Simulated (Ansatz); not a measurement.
Ideal-gas functions of F2HO2Si (`[O][Si](O)(F)F`) radical at 600 K and 1 bar, from an Ansatz frequency run at PBE0-D4/def2-TZVP.

Molar mass 99.09 g/mol, point group C1 (symmetry number 1), electronic degeneracy 2, moments of inertia 117.922, 120.555, 129.015 u Å². Harmonic wavenumbers (cm⁻¹, unscaled): 169, 212, 293, 347, 353, 379, 769, 797, 950, 1002, 1035, 3925.

Use S(trans) = R[1.5 ln M + 2.5 ln T − 1.1517]; rotational temperatures θ = 24.2544 K / I; S(rot) = R[ln(√π/σ · √(T³/θAθBθC)) + 1.5]; for each mode x = 1.438777 ν̃/T, S = R[x/(eˣ − 1) − ln(1 − e⁻ˣ)] and H = RT x/(eˣ − 1); 1 cm⁻¹ = 0.0119627 kJ/mol; R = 8.31446 J/(mol·K).

Problem. By hand: the entropy, in J/(mol·K).

Solution. Translation 180.7. Rotation: θ = 0.2057, 0.2012, 0.188 K, giving 117.2. Vibration, mode by mode: 15.88, 14.03, 11.42, 10.08, 9.94, 9.39, 4.31, 4.09, 3.06, 2.78, 2.61, 0.01, in all 87.6. Electronic 5.8. Sum 391.3 J/(mol·K).

Problem. By hand: H − E and G − E in kJ/mol, counted from the electronic energy.

Solution. Zero-point energy ½ × 10231 × 0.0119627 = 61.2; thermal vibration 27.7; translation, rotation and pV give 4 RT = 20.0. H − E = 108.9 kJ/mol, and G − E = 108.9 − 600 × 391.3/1000 = -125.9 kJ/mol.

Vibration gives 22 % of the entropy. The sum counts one conformer and one mirror image; others add a mixing term.
